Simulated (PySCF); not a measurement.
Electronic absorption of Si(NCS)H3

Compound: Si(NCS)H3, CH3NSSi.
SMILES: `[H][Si]([H])([H])N=C=S`

Theory: TDDFT wB97X-D/def2-SVPD, vertical, gas phase, core orbitals frozen in the response in PySCF 2.14.0, density-fitted response routines. Isolated species at its PBE0-D3(BJ)/def2-SVP geometry, gas phase.

| state | E (eV) | λ (nm) | f | main configurations (H = HOMO, L = LUMO) |
| --- | --- | --- | --- | --- |
| S1 | 5.01 | 247.3 | 0.0000 | H-1/H→L/L+1 (≥80%) |
| S2 | 5.24 | 236.4 | 0.0004 | H-1/H→L/L+1 (≥86%) |
| S3 | 5.25 | 236.4 | 0.0005 | H-1/H→L/L+1 (≥87%) |
| S4 | 6.92 | 179.1 | 0.029 | H-1/H→L+2 (≥78%) |
| S5 | 6.92 | 179.1 | 0.029 | H-1/H→L+2 (≥78%) |
| S6 | 7.29 | 170.1 | 1.383 | H-1/H→L/L+1 (≥72%) |
| S7 | 7.86 | 157.7 | 0.0020 | H-1/H→L+4 (≥39%), H-1/H→L+3 (≥26%) |
| S8 | 7.86 | 157.7 | 0.0023 | H-1/H→L+4 (≥39%), H-1/H→L+3 (≥26%) |
| S9 | 7.96 | 155.7 | 0.037 | H-1/H→L+4 (≥34%), H-1/H→L+3 (≥23%), H-1/H→L+5 (≥9%) |
| S10 | 7.96 | 155.7 | 0.038 | H-1/H→L+4 (≥34%), H-1/H→L+3 (≥23%), H-1/H→L+5 (≥9%) |

Triplets (Tamm–Dancoff): T1 4.52 eV, H-1/H→L/L+1 (≥78%); T2 4.77 eV, H-1/H→L/L+1 (≥85%); T3 4.77 eV, H-1/H→L/L+1 (≥85%).

The lowest singlet comes at 247 nm (484 kJ/mol) in the ultraviolet; it is dark (f under 0.0005); its leading configuration is HOMO-1/HOMO→LUMO/LUMO+1 (≥80%). The most intense listed level is S6 at 7.29 eV (170 nm, f = 1.383), 2.28 eV above S1. S2/S3, S4/S5, S7/S8 and S9/S10 lie within about 0.01 eV of each other in each set. Löwdin shares by element: HOMO (one of a set within 0.03 eV) sulfur 56%, nitrogen 20%, carbon 18%; LUMO (one of a set within 0.03 eV) carbon 29%, sulfur 29%, nitrogen 22%, silicon 12%. Orbital energies (eV): HOMO-3 -12.24, HOMO-2 -12.24, HOMO-1 -9.37, HOMO -9.36, LUMO 0.98, LUMO+1 0.99, LUMO+2 1.61. Weighted by f, the mean energy of these states is 7.31 eV. The oscillator strengths of these states sum to 1.522; summed over the whole spectrum of an exact calculation they would give the number of electrons, 46 (Thomas–Reiche–Kuhn). Orbitals of the list HOMO-3 to LUMO+2 that lie within 0.01 eV of each other are written together with a slash and their weights summed (≥ marks a lower bound); for degenerate orbitals outside that list single weights are arbitrary. The window holds the lowest 10 singlets.
